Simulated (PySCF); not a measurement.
AuCl, SMILES [Cl][Au], multiplicity 1.

Geometry: B3LYP-D3(BJ)/def2-TZVPD. The spin state was assumed, not searched. The def2 effective core potentials stand for the cores of Au; spin–orbit coupling is left out.

Two levels are set side by side: PBE/def2-TZVPD (PySCF) and PBE0/def2-TZVPD (PySCF). Same geometry, gas phase. Differences are taken from unrounded values.

| quantity | PBE0 |
|---|---|
| orbital gap (eV) | 4.16 |
| highest occupied level (eV) | -8.04 |
| lowest empty level (eV) | -3.88 |
| dipole moment (D) | 3.98 |
| mean polarisability (bohr³) | 44.8 |

Task: What does PBE give, and how far is it from PBE0? (The exact figures need the calculation; the answer reports its results.)

Result: 
```json
[
 {"quantity": "orbital gap (eV)", "PBE": "1.96", "PBE minus PBE0": "-2.20"},
 {"quantity": "highest occupied level (eV)", "PBE": "-6.80", "PBE minus PBE0": "1.24"},
 {"quantity": "lowest empty level (eV)", "PBE": "-4.84", "PBE minus PBE0": "-0.96"},
 {"quantity": "dipole moment (D)", "PBE": "3.33", "PBE minus PBE0": "-0.64"},
 {"quantity": "mean polarisability (bohr³)", "PBE": "47.1", "PBE minus PBE0": "2.2"}
]
```

PBE's occupied levels lie high since its potential decays too fast outside the molecule; exact exchange lowers them and widens the gap. PBE's more diffuse valence density responds more strongly to a field. Differences between two approximate levels are no errors against the true value.

Rough cost on one machine, each run with all the roots and properties that it gave: PBE0 against PBE within a factor of 2.
